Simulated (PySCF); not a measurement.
Si(CN)Me3, C4H9NSi.
Cartesian coordinates in Å at the PBE0-D3(BJ)/def2-SVP level; atoms count from 1:
```
atom  x, y, z in Å
Si1   -0.003   -0.004    0.175
C2    -0.010   -0.007    2.051
N3    -0.014   -0.013    3.211
C4     1.791   -0.013   -0.357
H5     1.864   -0.044   -1.456
H6     2.318   -0.890    0.047
H7     2.312    0.891   -0.006
C8    -0.891    1.553   -0.366
H9    -0.885    1.633   -1.464
H10   -0.400    2.449    0.044
H11   -1.938    1.550   -0.026
C12   -0.904   -1.554   -0.365
H13   -1.934   -1.566    0.020
H14   -0.390   -2.455    0.001
H15   -0.948   -1.606   -1.465
```

The closed-shell ground state was solved at several levels (PySCF, density fitting, gas phase, non-relativistic).

| level | basis functions | HOMO (eV) | LUMO (eV) | gap (eV) | dipole (D) |
| --- | --- | --- | --- | --- | --- |
| CAM-B3LYP/def2-SVPD | 196 | -10.43 | 0.85 | 11.28 | 4.43 |
| B3LYP/pcSseg-1 | 154 | -8.79 | -0.07 | 8.72 | 4.32 |

**Question.** Estimate the row for PBE0/pcSseg-1, a basis of 154 functions; the other rows only guide the guess.

**Answer.** HOMO -9.03 eV, LUMO 0.15 eV, gap 9.18 eV, dipole 4.35 D.

**Question.** Over all these levels, which gives the widest orbital gap and which the narrowest?

**Answer.** CAM-B3LYP/def2-SVPD (range-separated hybrid) has the widest, 11.28 eV, and B3LYP/pcSseg-1 (global hybrid, 20 % exact exchange) the narrowest, 8.72 eV. Functional and basis both differ between the two, so the spread mixes both effects.

**Question.** How far do the dipole and the HOMO energy spread over the levels?

**Answer.** The dipole runs from 4.32 to 4.43 D (mean 4.37 D) and the HOMO from -10.43 to -8.79 eV.
